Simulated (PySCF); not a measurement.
Compound: CH₂F₃O₂SSi (doublet state).
Numbering: `[O:1]=[S:2](=[O:3])([SiH2:4])[C:5]([F:6])([F:7])[F:8]` (hydrogens: H9, H10 on Si4)

Geometry (GFN2-xTB, Å), atoms numbered from 1 in this order:
```xyz
10
CH2F3O2SSi angstrom
O      0.392   -1.805    1.008
S     -0.127   -0.523    0.622
O     -0.823    0.271    1.605
Si    -1.540   -0.501   -1.104
C      1.377    0.498    0.083
F      2.399    0.503    0.914
F      0.983    1.750   -0.155
F      1.754   -0.028   -1.091
H     -2.758   -1.097   -0.558
H     -1.649    0.937   -1.346
```

The hyperfine couplings belong to this conformer and change with its torsions.

Method: UKS B3LYP, pcH-1 on C F H O S Si, non-relativistic, mean-field spin-orbit, GIAO (PySCF 2.14.0). One conformer (not necessarily the lowest) at the GFN2-xTB geometry, without solvent, vibrations or thermal averaging. GFN2-xTB frequencies show an imaginary mode (40i cm⁻¹), so this geometry is no minimum at that level. The geometry wasn't refined by DFT: couplings that depend on bond lengths, twists or pyramidal angles can differ widely from those at the functional's own minimum, by a factor of two or more for some ions and for spin on atoms past the first row. Stability of the SCF solution: not tested.

Task: Break the g tensor into its mass correction, gauge correction and orbital-Zeeman/spin–orbit terms.

Result: 
```tsv
Δg (ppm)	1	2	3
relativistic mass correction	-162	-162	-162
gauge correction	61	28	48
orbital Zeeman/spin–orbit	-1789	-263	1947
total	-1891	-398	1832
```

So g = 2.00043, 2.00192, 2.00415 and g_iso = 2.00217; the tensor is rhombic: the two nearest values differ by 40 % of g3 − g1. Axes: g3 points within 14° of the S2–Si4 bond.

Task: What are the electron Larmor frequencies g μB B/h along the three axes at 3350 mT?

Result: 93.7949, 93.8649, 93.9695 GHz for g1, g2 and g3, a range of 174.6 MHz.

Task: Average each term over the three axes. Which is largest in size?

Result: The mass correction -162, the gauge correction 45 and the orbital-Zeeman/spin–orbit term -35 ppm, for a total of -152 ppm. The mass correction is the largest in size. The mass correction is the same along every axis, so the anisotropy comes from the other two: their spans along these axes are 33 (gauge) and 3736 ppm (orbital Zeeman/spin–orbit).

Task: At 33.877 GHz, how far is the centre of the isotropic spectrum from where a free electron (g = 2.002319) resonates?

Result: B = hν/(g μB) with μB/h = 13.99624 MHz/mT gives 1208.82 mT for the free electron and 1208.91 mT at g_iso, 0.09 mT higher.

Task: In a frozen sample, at which fields do the three g values resonate at 9.5, 34, 94 and 263 GHz (hyperfine left aside), and which band first spreads them over more than twice a line width of 0.3 mT?

Result: 
```csv
band,GHz,B(g3) mT,B(g2) mT,B(g1) mT,spread mT
X,9.5,338.67,339.05,339.30,0.63
Q,34.0,1212.10,1213.45,1214.35,2.26
W,94.0,3351.09,3354.82,3357.32,6.24
J,263.0,9375.92,9386.36,9393.37,17.45
```

The spread grows in proportion to the frequency. X band is the first where it exceeds 0.6 mT.

The largest Mulliken spin populations are on Si4 (+0.86) and O3 (+0.08). No atom but Si4 exceeds +0.15. The angles at Si4 add up to 317.8°, so it is pyramidal.

The HOMO–LUMO gaps are 5.66 eV among the α and 4.00 eV among the β orbitals.
